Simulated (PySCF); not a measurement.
# Choosing a basis for TDDFT

Compound: C4H6OSi.
Atom-mapped SMILES: `[SiH3:1][c:2]1[cH:3][cH:4][cH:5][o:6]1` (hydrogens: H7, H8, H9 on Si1; H10 on C3; H11 on C4; H12 on C5)

Structure used (PBE0-D3(BJ)/def2-SVP), in Å, numbered top down from 1:
```
atom  x, y, z in Å
Si1    2.1328    0.0695   -0.1992
C2     0.2729    0.0105   -0.0678
C3    -0.5754    0.0114    1.0110
C4    -1.9037   -0.0525    0.4945
C5    -1.7671   -0.0896   -0.8622
O6    -0.4706   -0.0536   -1.2089
H7     2.5846    1.2815   -0.9467
H8     2.6611   -1.1394   -0.8998
H9     2.6640    0.1148    1.1947
H10   -0.2773    0.0552    2.0570
H11   -2.8360   -0.0690    1.0546
H12   -2.4830   -0.1401   -1.6792
```

TDDFT with PBE0 (PySCF), vertical singlets, core orbitals frozen in the response, spherical d and f functions. Geometry: PBE0-D3(BJ)/def2-SVP; no solvent, vibrations or thermal averaging.

Question: Compare 6-31G*, def2-SVP, 6-31+G*, def2-SVPD, aug-cc-pVDZ, def2-TZVP and def2-TZVPD for this molecule.

Answer: 

```csv
basis,functions,diffuse,S1 (eV),S2 (eV),S3 (eV),S4 (eV),S5 (eV),LUMO (eV),α (au)
6-31G*,100,no,6.05,6.63,6.82,7.01,8.02,0.09,62.2
def2-SVP,118,no,6.02,6.78,6.79,7.14,7.92,-0.19,66.6
6-31+G*,124,yes,5.85,5.86,6.45,6.58,6.63,-0.27,72.1
def2-SVPD,175,yes,5.86,6.26,6.63,6.74,6.92,-0.38,76.8
aug-cc-pVDZ,196,yes,5.73,5.77,6.20,6.41,6.43,-0.36,78.7
def2-TZVP,228,no,5.83,6.42,6.61,6.78,7.57,-0.33,74.2
def2-TZVPD,285,yes,5.77,5.96,6.48,6.56,6.60,-0.40,78.4
```

States are compared by their number. Against the largest diffuse basis here (def2-TZVPD, itself not a converged limit), sets without diffuse functions differ by up to 0.28 eV in S1 and 1.42 eV in S5; the smaller diffuse sets differ by up to 0.10 and 0.32 eV. State by state, the largest deviation of a set without diffuse functions is S1 0.28, S2 0.82, S3 0.34, S4 0.58, S5 1.42 eV. The same number needn't mean the same state in each row. Against def2-TZVPD the polarisability deviates by -21% in 6-31G*, -15% in def2-SVP, -8% in 6-31+G*, -2% in def2-SVPD, 0% in aug-cc-pVDZ, -5% in def2-TZVP. A single + in a Pople set puts diffuse functions on heavy atoms only.
